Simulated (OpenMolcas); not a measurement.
**Ions of charge +3 along the 3d row with 6 chloride ligands in octahedral coordination**

* Program: OpenMolcas 26.06
* Method: CASSCF
* Spin-orbit coupling: RASSI with atomic mean-field integrals over the reference wave functions

The d shell is active. Anionic complexes are neutralised by point charges behind the ligands. Distances were set from a Shannon-type radius of the metal (high-spin where two are listed) plus a fixed donor radius (Cl 1.76 Å). Ligand basis ANO-RCC-VTZP, DKH2 Hamiltonian. States (labels of O, the rotations of Oh). Energies in cm-1 above the lowest state or level, χT in cm3 K/mol; under a threefold ground state the first gap can be a small split of the lowest multiplet, not the spin-orbit step; 10Dq and B are least-squares fits to the states below 45000 cm-1, weighted by degeneracy, with a free offset, and given where the rms deviation is under 5 % of |10Dq| (or 100 cm-1) and under 700 cm-1. Spin-only χT is S(S+1) / 2 for the spin of the ground state.

```tsv
Ion	Shell	R (Å)	Metal basis	Outer charge (e at Å behind ligand)	Ground state	First state of that spin	10Dq	B (rms of fit)	First gap with spin-orbit (degeneracies)	χT at 300 K	First state of another spin	Spin-only χT
Ti3+	3d1	2.43	ANO-RCC-VTZP	0.5 at 3.2	2T2	2E 10830	10830		215.2 (4, 2)	0.452		0.375
V3+	3d2	2.4	ANO-RCC-VTZP	0.5 at 2.4	3T1	3T2 9003	9944	940 (226)	6.9 (2, 3)	0.905	1T2 13652	1.000
Co3+	3d6	2.37	ANO-RCC-VTZP	0.5 at 3.2	5T2	5E 7441			267.7 (3, 2)	4.219	3T1 16338	3.000
Ni3+	3d7	2.36	ANO-RCC-VTZP	0.5 at 3.2	4T1	4T2 6420			459.6 (2, 4)	3.473	2E 15511	1.875
Cu3+	3d8	2.3	ANO-RCC-VTZP	0.5 at 2.4	3A2	3T2 7514			7182 (3, 2)	1.386	1E 15358	1.000
```

The rows also differ in their outer charges, so part of each step comes from that.

Every ion keeps the highest spin of its shell. χT departs most from the spin-only value for Ni3+, by +1.598 cm3 K/mol.

Ligand-to-metal charge-transfer states are missing. An orbital triplet at a regular site is open to Jahn-Teller coupling, which can distort the site and quench the lowest spin-orbit gaps and is left out (holds for Ti3+; V3+; Co3+; Ni3+). The least metal-like active orbital is 84 % on the metal (Löwdin) and no ligand orbital is active, so the numbers are rough (holds for Ti3+). With metal d orbitals alone and no dynamic correlation the field as a rule comes out too small, by tens of per cent, by up to half for chloride and softer ligands (holds for Ti3+; V3+). Without dynamic correlation the repulsion within the d shell is too large (B by tens of per cent), so at a given field states of lower spin stand too high (holds for V3+; Co3+; Ni3+; Cu3+). The least metal-like active orbital is 85 % on the metal (Löwdin) and no ligand orbital is active, so the numbers are rough (holds for V3+). With no ligand orbital active B as a rule stays too high, so bands that hang on it stand too high and its fall with covalency is understated (holds for V3+; Co3+; Ni3+; Cu3+). CASSCF with metal d orbitals alone favours high spin, so a ground state of lower spin is not ruled out (holds for Co3+; Ni3+). With metal d orbitals alone and no dynamic correlation the field as a rule comes out too small, by tens of per cent, by up to half for chloride and softer ligands, and with too little covalency χT stands high (holds for Co3+; Ni3+). The least metal-like active orbital is 80 % on the metal (Löwdin) and no ligand orbital is active, so the numbers are rough (holds for Cu3+). With metal d orbitals alone and no dynamic correlation the field as a rule comes out too small, by tens of per cent, by up to half for chloride and softer ligands, and the orbital part of g and χT, which goes as 1/10Dq, too large (holds for Cu3+). No measured value stands beside these numbers; the geometry is a model, was not optimised and need not be the one that this ion takes.
